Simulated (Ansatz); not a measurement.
`[CH3][Sn][Cl]` + H–F → `[CH3][Sn][F]` + HCl at 600 K and 1 bar (ligand exchange at the Sn–Cl bond).

Computed with Ansatz on PBE0-D4/def2-TZVP structures; ΔE is electronic, products minus reactants. CBS: MP2 limit from def2 TZ/QZ plus the TZ coupled-cluster correction, frozen cores. This one scheme is used for every species. def2 core potentials past Kr. For Sn outer-core shells are correlated without core-valence functions, which leaves a few kJ/mol of doubt a bond.

```tsv
species	CCSD(T)/CBS energy (Eh)	H − E (kJ/mol)	S (J/(mol·K))
`[CH3][Sn][Cl]`	-713.71101	134.6	379.2
H–F	-100.39570	42.3	194.0
`[CH3][Sn][F]`	-353.71142	134.9	370.6
HCl	-460.38127	35.4	207.2
```

H − E and S are ideal-gas, rigid-rotor, harmonic terms from PBE0-D4/def2-TZVP. 1 Eh = 2625.50 kJ/mol, R = 8.31446 J/(mol·K).

Problem. By hand: ΔE, ΔH, ΔS and ΔG.

Solution. ΔE = (-353.71142) + (-460.38127) − (-713.71101) − (-100.39570) = 0.01402 Eh = 36.8 kJ/mol. Δ(H − E) = 134.9 + 35.4 − 134.6 − 42.3 = -6.6, so ΔH = 30.2 kJ/mol. ΔS = 370.6 + 207.2 − 379.2 − 194.0 = 4.6 J/(mol·K). ΔG = 30.2 − 600 × (4.6)/1000 = 27.4 kJ/mol.

Problem. By hand: the equilibrium constant, and the temperature at which ΔG would vanish if ΔH and ΔS stayed fixed.

Solution. log₁₀ K = −ΔG/(RT ln 10) = -2.4. ΔG = 0 at ΔH/ΔS = 6565 K, far beyond where these terms or the molecules hold.

The number of gas molecules stays the same, so ΔS is small and ΔH decides. A doubt of 5 kJ/mol in ΔE shifts log₁₀ K by 0.4 here. Modes under 60 cm⁻¹, often nearly free rotors, make the harmonic entropy too high. These are equilibria of isolated gas molecules and say nothing of rates. Largest T1 diagnostic: 0.015 (customary marks: 0.02 for closed shells, 0.045 for open ones).
